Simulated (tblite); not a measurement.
Species: C₃H₇OSi (charge -1).
Bonds: C1–C2 (double), C2–C3, C2–O4, O4–Si5. Hydrogens: H6, H7 on C1; H8, H9, H10 on C3; H11, H12 on Si5.
Bond orders are those of one Lewis drawing.

Computed with GFN2-xTB (tblite), gas phase: L-BFGS steps from a force-field or distance-geometry start until the largest atomic force falls under 0.01 eV/Å.

Step 13: E = -433.4081 eV
```
atom  x, y, z in Å  |  force x, y, z in eV/Å
C1     -0.5288   -1.8192    0.5183   -0.029  -0.025  -0.014
C2     -0.0694   -0.5855    0.2674    0.116   0.020   0.075
C3     -0.8110    0.3221   -0.6857    0.008  -0.018   0.022
O4      1.0249   -0.1642    0.8505    0.019   0.098  -0.038
Si5     1.9133    1.3324    0.7825   -0.049   0.027  -0.035
H6     -0.0050   -2.4730    1.1961   -0.027  -0.016  -0.009
H7     -1.4247   -2.1971    0.0568   -0.065  -0.046  -0.025
H8     -1.6944   -0.1754   -1.0820   -0.044  -0.027  -0.020
H9     -0.1611    0.6043   -1.5131    0.064   0.032   0.034
H10    -1.1173    1.2316   -0.1700    0.067   0.031   0.027
H11     0.8240    2.3634    1.0066   -0.062  -0.015   0.043
H12     2.0507    1.5601   -0.7093    0.003  -0.060  -0.060
```

Step 14: E = -433.4097 eV
```
atom  x, y, z in Å  |  force x, y, z in eV/Å
C1     -0.5300   -1.8211    0.5181   -0.018  -0.005  -0.014
C2     -0.0660   -0.5874    0.2710    0.055   0.012   0.034
C3     -0.8056    0.3236   -0.6825    0.002  -0.033   0.023
O4      1.0284   -0.1669    0.8546   -0.001   0.077  -0.043
Si5     1.9094    1.3314    0.7801   -0.047   0.081  -0.057
H6     -0.0065   -2.4767    1.1967   -0.067  -0.002  -0.044
H7     -1.4286   -2.1941    0.0527    0.006  -0.031   0.018
H8     -1.6899   -0.1720   -1.0803   -0.034  -0.026  -0.014
H9     -0.1553    0.6056   -1.5105    0.057   0.028   0.056
H10    -1.1124    1.2334   -0.1665    0.081   0.015   0.021
H11     0.8154    2.3632    1.0002   -0.041  -0.040   0.049
H12     2.0422    1.5605   -0.7155    0.006  -0.075  -0.030
```

Task: Estimate the geometry and energy of step 15. (The exact step hangs on the optimiser's Hessian estimate; all steps are aligned on step 14, rigid shifts and turns removed.)

Result: E = -433.4113 eV, largest force 0.144 eV/Å
```
atom  x, y, z in Å  |  force x, y, z in eV/Å
C1     -0.5313   -1.8227    0.5177    0.002   0.022  -0.011
C2     -0.0622   -0.5891    0.2746   -0.026   0.002  -0.020
C3     -0.8008    0.3243   -0.6792   -0.003  -0.032   0.015
O4      1.0318   -0.1675    0.8574   -0.017   0.034  -0.034
Si5     1.9053    1.3321    0.7768   -0.034   0.121  -0.070
H6     -0.0091   -2.4802    1.1965   -0.089   0.000  -0.061
H7     -1.4322   -2.1922    0.0492    0.069  -0.008   0.051
H8     -1.6865   -0.1695   -1.0790   -0.006  -0.012  -0.001
H9     -0.1489    0.6072   -1.5068    0.041   0.014   0.075
H10    -1.1062    1.2352   -0.1630    0.084  -0.010   0.014
H11     0.8066    2.3623    0.9958   -0.025  -0.053   0.047
H12     2.0348    1.5592   -0.7219    0.005  -0.079  -0.006
```

The energy changes by -0.0016 eV. The first-order estimate −F·Δx gives -0.0022 eV and the mean of the old and new forces, exact on a quadratic surface, -0.0016 eV. The step makes an angle of 67° with the force vector and moves no atom by more than 0.010 Å.

What follows is the cost of the whole relaxation. On one thread, Arm Neoverse V2 (aarch64), shared host, this took 0.11 s.
